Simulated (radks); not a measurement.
Br IV, configuration [Ar] 3d10 4s2 4p2 (the NIST ground configuration). Calculated with a radial shooting solver on a logarithmic mesh with Libxc functionals: scalar-relativistic Kohn-Sham, r2SCAN, spin-unpolarised, spherical densities, finite nucleus; meta-GGA in the generalised Kohn-Sham scheme; Fermi nuclear charge, rms radius 4.1629 fm.

Normalised radial functions P(r) = r R(r), r in bohr:

r	3d	4p
0.001433	0.0000	0.0004
0.001911	0.0000	0.0007
0.002528	0.0000	0.0012
0.003372	0.0000	0.0020
0.004498	0.0001	0.0034
0.005951	0.0002	0.0057
0.007938	0.0003	0.0096
0.01059	0.0008	0.0160
0.01401	0.0017	0.0261
0.01868	0.0039	0.0421
0.02492	0.0085	0.0663
0.03324	0.0182	0.1007
0.04397	0.0372	0.1440
0.05865	0.0752	0.1944
0.07823	0.1453	0.2376
0.1035	0.2610	0.2490
0.138	0.4443	0.1970
0.1841	0.6929	0.0576
0.2436	0.9654	-0.1456
0.3249	1.2035	-0.3436
0.4334	1.3014	-0.4023
0.5734	1.1989	-0.2362
0.7648	0.9215	0.1340
1.02	0.5764	0.5535
1.35	0.2895	0.8180
1.8	0.1072	0.8051
2.401	0.0268	0.5468
3.177	0.0042	0.2516
4.237	0.0003	0.0692
5.651	0.0000	0.0101
7.477	0.0000	0.0007
9.973	0.0000	0.0000

3d: eigenvalue -106.48 eV, 0 radial nodes, <r> = 0.587 bohr, 90 % of the charge inside 0.964 bohr. 4p: eigenvalue -40.055 eV, 2 radial nodes at r = 0.201, 0.697 bohr, <r> = 1.76 bohr, 90 % of the charge inside 2.59 bohr.
